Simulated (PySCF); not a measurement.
Zn(H)(Et) (C2H6Zn), SMILES [ZnH][CH2]C. Atoms are numbered in the order given.

```xyz
9

Zn    -0.0480    -0.8491     0.0000
H     -0.5960    -2.3056     0.0000
C      0.6529     0.9787     0.0000
C     -0.4061     2.0910     0.0000
H      1.3213     1.0853    -0.8840
H      1.3213     1.0853     0.8840
H     -1.0675     2.0410     0.8906
H     -1.0675     2.0410    -0.8906
H      0.0490     3.1063     0.0000
```

The structure is a stationary point at PBE-D3(BJ)/def2-SVP.

All values below come from IEF-PCM-PBE0/def2-SVP run with PySCF.

The values are the electrostatic part of the solvation free energy, E(continuum) − E(gas) at the gas-phase geometry, in a cavity of scaled van der Waals radii (PySCF's table); cavitation and dispersion terms are not included. A continuum can't describe solvent molecules that bind to the metal. In vacuum the orbital gap is 7.64 eV. The dipole moment in vacuum is 0.40 D.

Computed values in water (ε = 78.36), N,N-dimethylformamide (ε = 37.22), benzene (ε = 2.27):
| solvent | ε | ΔG(elec) (kcal/mol) | dipole (D) | gap (eV) |
|---|---|---|---|---|
| water | 78.36 | -8.9 | 0.46 | 7.78 |
| N,N-dimethylformamide | 37.22 | -8.7 | 0.46 | 7.78 |
| benzene | 2.27 | -3.8 | 0.44 | 7.70 |
